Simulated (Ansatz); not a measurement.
A nudged elastic band was laid between two geometries of Cl2FGeH + H2O (8 atoms, charge 0, multiplicity 1).

The calculation used Ansatz 0.2.0, RKS PBE/def2-mTZVP.

```yaml
movable_images: 9
climbing_image: yes
spring: 5.0 eV/Å²
optimiser: quadratic models (default)
start_path: through a guess of the saddle point
force_threshold: 0.05 eV/Å
iteration_limit: 60
end_points: relaxed
```

First end point:

```xyz
8
Properties=species:S:1:pos:R:3
Ge -0.127 0.216 -0.015
H -0.005 0.668 1.442
Cl 1.738 -0.093 -1.080
F -0.838 1.573 -0.881
Cl -1.539 -1.384 -0.401
O 0.985 -1.799 1.501
H 1.795 -2.014 0.999
H 0.390 -2.551 1.318
```

Last end point:

```xyz
8
Properties=species:S:1:pos:R:3
Ge -0.254 -0.430 -0.770
H 2.381 -0.655 3.307
Cl 1.633 0.297 -1.446
F -1.312 0.942 -0.549
Cl -1.218 -1.711 -2.205
O 0.015 -1.246 0.780
H -0.743 -1.814 1.024
H 1.897 -0.767 2.743
```

(1) Which bonds break or form, and what moves?

(2) What energy profile does the band end with?

(3) What is the geometry of the highest image?

## Answers

(1) Bonds broken: Ge1–H2, O6–H8. Bonds formed: Ge1–O6, H2–H8. Cl2FGeH + H2O becomes Cl2FGeHO + H2.

(2) The run converged. The highest image is number 5 of 0 to 10, 183.6 kJ/mol above the first end and 172.2 kJ/mol above the last; the last end lies 11.4 kJ/mol above the first. Neighbouring images differ by up to 1.4 eV, so the band resolves the path poorly. A vibrational analysis at the climbing image gives one clearly imaginary mode, 1413i cm⁻¹: a first-order saddle point. The orbitals stay closed-shell, which can raise the energy where a bond breaks towards radicals; this wasn't checked here.

```csv
image,path coordinate (Å),energy (kJ/mol),Ge1–H2 (Å),O6–H8 (Å),Ge1–O6 (Å)
0,0.00,0.0,1.53,0.98,2.76
1,1.04,4.2,1.53,0.98,2.87
2,2.08,6.8,1.53,0.98,2.98
3,3.12,16.9,1.53,0.98,2.93
4,4.16,59.3,1.56,0.98,2.44
5,5.20,183.6,1.84,1.24,1.96
6,6.13,47.5,2.56,1.96,1.79
7,7.07,14.5,3.38,2.59,1.77
8,8.00,12.1,4.21,2.82,1.77
9,8.94,11.6,4.66,2.78,1.77
10,9.87,11.4,4.86,2.76,1.77
```

(3) 
```xyz
8
Properties=species:S:1:pos:R:3:forces:R:3
Ge 0.200 -0.348 -0.133 0.00 0.00 -0.01
H 0.864 0.340 1.437 0.00 0.00 0.00
Cl 1.843 0.438 -1.291 0.00 0.00 0.01
F -1.152 0.740 0.153 0.00 0.00 0.00
Cl -0.814 -1.720 -1.503 0.00 0.00 0.00
O 0.680 -1.764 1.139 0.00 0.00 0.00
H -0.032 -2.401 1.371 0.00 0.00 0.00
H 0.810 -0.668 1.712 0.00 0.00 0.00
```

Run time: 7.4 min on 4 threads of Arm Neoverse V1, with other jobs on the host, peak memory 0.2 GiB.
